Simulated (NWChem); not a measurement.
## Tetragonal strain in C (diamond structure): the shear constant

The numbers come from NWChem runs, not from measurements. Level: LDA (Vosko), default library pseudopotentials (valence charges C 4), cutoff 35 Ha, shifted 4×4×4 mesh, two-atom cell, no spin-orbit coupling. The cubic cell (a = 3.516 Å, near this level's equilibrium) is stretched by 1 + δ along x and y and by (1 + δ)^−2 along z, at constant volume; symmetry keeps the atoms on their sites.

| δ | E − E(0) (meV/cell) |
|---|---|
| -0.020 | ? |
| -0.010 | 20.34 |
| -0.005 | 4.76 |
| 0.000 | 0.00 |
| 0.005 | 4.82 |
| 0.010 | 19.22 |
| 0.020 | 74.37 |

Problem. The cell volume is 10.87 Å³. To second order E − E(0) = 3V(C₁₁ − C₁₂)δ². Fit Aδ² + Bδ³, give C₁₁ − C₁₂, and predict the withheld row.

Solution. A ≈ 200 eV and B ≈ -570 eV, with a largest residual of 0.25 meV, so C₁₁ − C₁₂ = A/(3V) ≈ 970 GPa. The fit predicts 83.47 meV at δ = -0.020; the run gave 84.45.
